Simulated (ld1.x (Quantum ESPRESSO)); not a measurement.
platinum (Pt): one change to an RRKJ potential, before and after

platinum (Pt), norm-conserving RRKJ (Kleinman–Bylander form), made with ld1.x (Quantum ESPRESSO) 7.5 (PBEsol, scalar-relativistic). Core [Kr] 4d10 4f14, reference 5s2 5p6 5d8 6s0 6p0 (charge +2). Waves: 5p (bound): rc 1.70 bohr; 5d (bound): rc 2.30 bohr; 5s (bound): rc 1.05 bohr. Local part: the s channel. Core correction: none. rho0 = 0.02.

All-electron outer shells of the reference configuration (PBEsol, scalar-relativistic, ld1.x):

```tsv
shell	level (eV)	outermost node (bohr)	outermost maximum (bohr)
5s	-122.83	0.49	0.87
4f	-91.16	–	0.38
5p	-76.87	0.53	0.98
5d	-25.91	0.57	1.24
6s	-22.13	1.13	2.18
6p	-14.23	1.33	2.73
```

Change: reference 5s2 5p6 5d9 6s1 6p0.

Cutoffs: the cutoffs (Ry, on a coarse ladder) from which the occupation-weighted sum of valence levels, in a spherical-Bessel basis at the reference potential, stays within 10 and 1 mRy of its value at 400 Ry; they do not see the model core or the augmentation charge, which bear on the density cutoff. Errors are all-electron minus pseudo energies relative to the spin-unpolarised reference configuration.

Task: What does the change do?

Result: The potential gets neither clearly harder nor softer (140 Ry and 230 Ry → 140 Ry and 230 Ry); the s channel sets the loose cutoff, while the largest relative change is in d, which becomes softer; the range in which the p phases agree widens (upper end -1.1 → 0.3); the range in which the d phases agree widens (upper end 0.8 → 2.3); neither file shows a bound ghost.

```csv
quantity,base,changed
"cutoff, loose",140 Ry,140 Ry
"cutoff, tight",230 Ry,230 Ry
loose cutoff by channel (10 mRy a level),"p 25 Ry, d 30 Ry, s 120 Ry","p 25 Ry, d 25 Ry, s 120 Ry"
bound ghosts,none,none
"largest miss of a reference level, eV",0.00,0.14
"largest error over its own tests, meV",+321,-341
s: phases at 2.49 bohr within 0.05 rad from the reference energy up to (Ry; the scan ends near 5),n/a,-0.6
p: phases at 2.49 bohr within 0.05 rad from the reference energy up to (Ry; the scan ends near 5),-1.1,0.3
d: phases at 2.49 bohr within 0.05 rad from the reference energy up to (Ry; the scan ends near 5),0.8,2.3
```

Changed file: The 6s level has no wave, so the channel is fitted at the deeper level alone: the likely source of the large errors.
